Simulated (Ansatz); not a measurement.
A nudged elastic band was laid between two geometries of ClF3Ge + H3P (9 atoms, charge 0, multiplicity 1).

These are results of RKS PBE0/def2-SVP in Ansatz 0.2.0, not measurements.

```
movable images  : 7
climbing image  : yes
spring          : 5.0 eV/Å²
optimiser       : quadratic models (default)
start path      : through a guess of the saddle point
force threshold : 0.05 eV/Å
iteration limit : 60
end points      : relaxed
```

Initial state:

```xyz
9
Properties=species:S:1:pos:R:3
Ge 0.577 -0.063 -0.016
Cl 1.160 -0.055 1.998
F 1.917 0.128 -1.051
F -0.518 1.202 -0.347
F -0.191 -1.529 -0.433
P -3.492 0.158 1.227
H -2.760 -0.762 0.415
H -3.927 -0.867 2.123
H -2.354 0.477 2.031
```

Final state:

```xyz
9
Properties=species:S:1:pos:R:3
Ge -0.711 -0.253 -0.207
Cl -0.576 1.146 3.154
F 0.483 -1.445 0.127
F 0.100 1.242 0.153
F -0.872 -0.224 -1.918
P -2.725 -0.483 0.851
H -3.074 -1.521 -0.072
H -2.153 -1.385 1.797
H -0.059 1.612 2.062
```

**Question.** What changes between the two ends?

**Answer.** Bonds broken: Ge1–Cl2, P6–H9. Bonds formed: Ge1–P6, Cl2–H9. ClF3Ge + H3P becomes ClH + F3GeH2P.

**Question.** What energy profile does the band end with?

**Answer.** The forces met the threshold. The highest image is number 3 of 0 to 8, 200.4 kJ/mol above the first end and 195.2 kJ/mol above the last; the last end lies 5.2 kJ/mol above the first. The profile has 2 maxima (images 3, 7) with wells between them (image 5): this band takes more than one step, which may be the mechanism or a detour left from its start path. A structure lower than the first end lies on the path between it and the top, so the climb from that side starts below the end, which may itself be a saddle point or a shallow side well. A structure lower than the last end lies on the path between it and the top, so the climb from that side starts below the end, which may itself be a saddle point or a shallow side well. Neighbouring images differ by up to 2.1 eV, so the band resolves the path poorly. A vibrational analysis at the climbing image gives one clearly imaginary mode, 977i cm⁻¹: a first-order saddle point. Another band between the same ends, with other settings, climbed to 1.281 eV only, so this may not be the lowest route. The orbitals stay closed-shell, which can raise the energy where a bond breaks towards radicals; this wasn't checked here.

```
image  path coordinate (Å)  energy (kJ/mol)  Ge1–Cl2 (Å)  P6–H9 (Å)  Ge1–P6 (Å)
    0                 0.00              0.0         2.10       1.43        4.26
    1                 2.49             -0.6         2.10       1.43        4.38
    2                 4.97              1.1         2.10       1.43        3.83
    3                 7.46            200.4         2.40       1.80        2.47
    4                 9.41             47.6         3.78       2.71        2.31
    5                11.37              4.1         3.93       3.85        2.28
    6                13.33             17.7         3.72       4.32        2.29
    7                15.28             18.8         3.50       3.92        2.29
    8                17.24              5.2         3.64       3.60        2.29
```

**Question.** What is the geometry of the highest image?

**Answer.** 
```xyz
9
Properties=species:S:1:pos:R:3
Ge -0.299 0.064 -0.022
Cl 0.208 -0.519 2.245
F 1.395 0.225 -0.299
F -0.702 1.713 -0.361
F -0.558 -1.252 -1.115
P -2.659 -0.209 0.647
H -2.797 -1.482 1.269
H -2.888 0.602 1.795
H -1.287 -0.454 1.788
```

The band took 44 iterations and about 50 core-minutes.

Run time: 13 min on 4 threads of Arm Neoverse V1, on a shared host, peak memory 0.38 GiB.
